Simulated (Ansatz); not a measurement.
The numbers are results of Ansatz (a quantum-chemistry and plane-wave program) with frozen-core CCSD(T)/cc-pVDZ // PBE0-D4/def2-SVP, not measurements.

Ansatz 0.2 input:
```yaml
crystal:
  periodic: [false, false, false]
  atoms:
    - { symbol: C, position_ang: [-1.758558, -1.392757, -0.610417] }
    - { symbol: C, position_ang: [-1.185069, -0.787113, 0.668654] }
    - { symbol: Si, position_ang: [-0.199623, 0.792327, 0.408093] }
    - { symbol: S, position_ang: [0.7031, 1.471362, 2.246645] }
    - { symbol: S, position_ang: [-1.63269, 2.218369, -0.346214] }
    - { symbol: C, position_ang: [1.23974, 0.570176, -0.780398] }
    - { symbol: C, position_ang: [2.237908, -0.509928, -0.3696] }
    - { symbol: H, position_ang: [-2.332352, -2.309102, -0.401082] }
    - { symbol: H, position_ang: [-0.963623, -1.661546, -1.324142] }
    - { symbol: H, position_ang: [-2.433446, -0.691085, -1.12503] }
    - { symbol: H, position_ang: [-1.988772, -0.566587, 1.392439] }
    - { symbol: H, position_ang: [-0.513008, -1.499674, 1.177857] }
    - { symbol: H, position_ang: [-0.469729, 1.616267, 2.900963] }
    - { symbol: H, position_ang: [-0.754676, 3.243599, -0.397736] }
    - { symbol: H, position_ang: [0.802657, 0.350174, -1.76997] }
    - { symbol: H, position_ang: [1.741682, 1.547461, -0.887187] }
    - { symbol: H, position_ang: [3.063502, -0.592934, -1.093652] }
    - { symbol: H, position_ang: [2.682723, -0.298542, 0.615336] }
    - { symbol: H, position_ang: [1.760236, -1.500468, -0.30456] }
basis:
  gaussian: { orbitals: cc-pVDZ }
correlation:
  method: ccsd_t
```

Output:

```
Functional definition: HF
1613 factors; integrals over basis functions are off by at most 1.2e-3 eV
mean field evaluation 1: about -33807.2786 eV, gradient 3.5e1 eV
mean field evaluation 2: about -33807.4615 eV, gradient 3.5e1 eV
mean field evaluation 4: about -33811.3956 eV, gradient 4.0e0 eV
mean field evaluation 8: about -33811.4595 eV, gradient 2.0e-1 eV
mean field evaluation 16: about -33810.7118 eV, gradient 1.3e1 eV
mean field -33811.45967413 eV, -1242.5482247939 hartree, gradient 7.0e-7 eV, S^2 0.000000; 0 other end points of the search recorded, 0 dependent functions left out
19 core orbitals not correlated
reference -33811.45967413 eV, -1242.5482247939 hartree; 22, 22 occupied and 129, 129 virtual orbitals, 1613 factors
second order -25.85051682 eV of doubles, -0.00000000 eV of singles
cycle   1  -27.65423212 eV  change    -1.8e0 eV  update   1.1e-1
cycle   2  -28.38138124 eV  change   -7.3e-1 eV  update   3.2e-2
cycle   3  -28.48098956 eV  change   -1.0e-1 eV  update   1.1e-2
cycle   4  -28.48156401 eV  change   -5.7e-4 eV  update   2.7e-3
cycle   5  -28.48167562 eV  change   -1.1e-4 eV  update   8.1e-4
cycle   6  -28.48156912 eV  change    1.1e-4 eV  update   2.4e-4
cycle   7  -28.48153925 eV  change    3.0e-5 eV  update   8.0e-5
cycle   8  -28.48155322 eV  change   -1.4e-5 eV  update   2.8e-5
perturbative correction -0.86413044 eV, -0.0317562079 hartree
Total energy: -33840.80535779 eV, -1243.6266587771 hartree
```

Cost: around 2.5 core-minutes (rough).
